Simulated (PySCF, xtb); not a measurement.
SeFCl, SMILES F[Se]Cl.

GFN2-xTB run with xtb at its own geometry gives an orbital gap of 2.66 eV and a dipole moment of 2.02 D.

Coordinates come from a r2SCAN-D4/def2-TZVP optimisation.

### Question
What does PBE0/def2-TZVPD in PySCF give? (An estimate is asked for; the answer gives what the named calculation found.)

### Answer
gap 4.64 eV (levels -7.15 and -2.51 eV), dipole 1.50 D.
